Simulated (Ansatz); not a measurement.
Reaction (redistribution): `CBO[SiH2][SiH3]` + `C[C](=O)[GeH2][F]` → `[F][GeH2][SiH2][SiH3]` + `CBOC(C)=O`

Computed with Ansatz on PBE0-D4/def2-TZVP structures; ΔE is electronic, products minus reactants. CCSD(T)/CBS is the MP2 limit (def2-TZVPP, def2-QZVPP) plus CCSD(T) − MP2 in def2-TZVPP, frozen cores. DFT in def2-TZVPP. For Ge outer-core shells are correlated without core-valence functions, which leaves a few kJ/mol of doubt a bond. Scalar relativity is left out up to krypton. One conformer a species, not always the lowest.

Q: Is it downhill or uphill in electronic energy at CCSD(T)/CBS, and by how much? (An estimate is asked.)

A: Ansatz gave: Uphill: ΔE = +35.6 kJ/mol.

Q: What do these levels give: ωB97M-V, MP2/def2-TZVPP, CCSD(T)/def2-TZVPP, HF/def2-QZVPP, MP2/def2-QZVPP, SCS-MP2/def2-QZVPP? (Estimate.)

A: Ansatz gave: ωB97M-V 30.8, MP2/def2-TZVPP 38.5, CCSD(T)/def2-TZVPP 32.8, HF/def2-QZVPP 33.7, MP2/def2-QZVPP 40.8, SCS-MP2/def2-QZVPP 43.8 kJ/mol.

Largest T1 diagnostic among the species: 0.014.

The D4 term adds +4.5 kJ/mol with B3LYP and +2.5 kJ/mol with PBE0; it sums over pairs of atoms, weighted by their polarisabilities, and B3LYP, whose exchange is more repulsive, gets the larger term.

B3LYP here is the variant with VWN-RPA as its local correlation; programs differ in this.
